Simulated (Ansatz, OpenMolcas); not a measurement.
## OpenMolcas → Ansatz

OpenMolcas 26.06 runs this on CH4AlNO (SMILES C1[NH][AlH][O]1):

test.input:
```
&GATEWAY
 BasLib = $CurrDir
 Coord
 8
 angstrom
 C       -0.254000       0.762000      -0.440000
 N        0.576900       0.253100       0.654700
 Al       0.036100      -1.359500       0.209100
 O       -0.820500      -0.429100      -0.975000
 H        0.332400       1.276900      -1.213500
 H       -1.052500       1.431000      -0.090700
 H        1.107700       0.887000       1.221500
 H        0.166000      -2.878600       0.578000
 Basis = def2-SVPD
 Group = NoSym

&SEWARD
 GridInput
 Grid=UltraFine
 End of Grid

&SCF
 KSDFT = revPBE
 Thresholds = 1e-10 1e-07 1e-07 1e-05
 PrOrbitals = 1 2

&ALASKA
```

```bash
$ export MOLCAS_MEM=1860
$ pymolcas test.input > test.log
```

(Basis files named in the input come from the Basis Set Exchange and aren't shown.)

Geometry: relaxed at PBE0-D4/def2-TZVP.

The shape isn't stationary at this level (largest force 1.5 eV/Å).

It gives a total energy of -412.652673 Eh.

Problem. Translate the job to Ansatz 0.2.0 as an input file of the program's own, asking for the energy.

Solution. For example:

in.yaml:
```yaml
crystal:
  periodic: [false, false, false]
  atoms:
    - symbol: C
      position_ang: [-0.254000, 0.762000, -0.440000]
    - symbol: N
      position_ang: [0.576900, 0.253100, 0.654700]
    - symbol: Al
      position_ang: [0.036100, -1.359500, 0.209100]
    - symbol: O
      position_ang: [-0.820500, -0.429100, -0.975000]
    - symbol: H
      position_ang: [0.332400, 1.276900, -1.213500]
    - symbol: H
      position_ang: [-1.052500, 1.431000, -0.090700]
    - symbol: H
      position_ang: [1.107700, 0.887000, 1.221500]
    - symbol: H
      position_ang: [0.166000, -2.878600, 0.578000]
basis:
  gaussian:
    orbitals: def2-SVPD
total_charge: 0
hamiltonian:
  xc: {name: revPBE}
accuracy: high
output: {orbitals: {seedname: orbitals}}
```

```bash
$ ansatz run in.yaml --threads 1 --pin off --max-ram 3480MiB --events-out events.jsonl --progress --plain --runs-dir runs
```

Its energy is -412.652673 Eh, the same as the first but for the last digit, at most.
